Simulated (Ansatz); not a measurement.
Born–Oppenheimer molecular dynamics of AlFH6O2Si2 (12 atoms, charge 0, multiplicity 1). It starts from a relaxed structure.

The calculation used Ansatz 0.2.0, RHF/6-31G.

```
ensemble                      : NVE (velocity Verlet)
time step                     : 0.5 fs
steps asked                   : 150
starting velocities drawn for : 300 K
seed                          : 199501
```

First frame:

```xyz
12
Properties=species:S:1:pos:R:3
Al -0.011 -0.266 0.016
F 0.163 0.928 1.195
O 1.381 -0.863 -0.690
Si 2.798 -1.435 -1.379
H 2.491 -2.589 -2.272
H 3.437 -0.353 -2.182
H 3.736 -1.879 -0.310
O -1.562 -0.765 -0.358
Si -3.126 -1.249 -0.713
H -3.464 -2.466 0.080
H -4.085 -0.159 -0.374
H -3.236 -1.565 -2.166
```

(1) How far do the bonds stretch over the last three quarters of this one trajectory? (Pairs bonded in most of those frames.)

Answers

(1) 
```json
{"bond": "Al1–F2", "mean (Å)": "1.689", "spread (Å)": "0.004", "shortest": "1.68", "longest": "1.70"}
{"bond": "Al1–O3", "mean (Å)": "1.674", "spread (Å)": "0.029", "shortest": "1.63", "longest": "1.73"}
{"bond": "Al1–O8", "mean (Å)": "1.676", "spread (Å)": "0.007", "shortest": "1.66", "longest": "1.69"}
{"bond": "O3–Si4", "mean (Å)": "1.682", "spread (Å)": "0.025", "shortest": "1.64", "longest": "1.72"}
{"bond": "Si4–H5", "mean (Å)": "1.492", "spread (Å)": "0.027", "shortest": "1.45", "longest": "1.53"}
{"bond": "Si4–H6", "mean (Å)": "1.494", "spread (Å)": "0.018", "shortest": "1.46", "longest": "1.52"}
{"bond": "Si4–H7", "mean (Å)": "1.499", "spread (Å)": "0.050", "shortest": "1.42", "longest": "1.57"}
{"bond": "O8–Si9", "mean (Å)": "1.680", "spread (Å)": "0.006", "shortest": "1.67", "longest": "1.69"}
{"bond": "Si9–H10", "mean (Å)": "1.492", "spread (Å)": "0.005", "shortest": "1.48", "longest": "1.50"}
{"bond": "Si9–H11", "mean (Å)": "1.494", "spread (Å)": "0.018", "shortest": "1.47", "longest": "1.52"}
{"bond": "Si9–H12", "mean (Å)": "1.492", "spread (Å)": "0.022", "shortest": "1.46", "longest": "1.53"}
```

Mean temperature of the second half: 166 K. The conserved energy stayed within 0.1 meV per atom of its start (net change 0.075 meV per atom), so the integration is sound. Over the second half the temperature averaged 0.55 of the 300 K drawn at the start: a run that starts near a minimum puts about half its kinetic energy into the potential. A run of 0.075 ps of so small a system gives no equilibrium averages. Limits of this set-up: no polarisation functions.

The run took 5.9 min on 1 thread of Arm Neoverse V1 (shared host), peak memory 0.16 GiB.
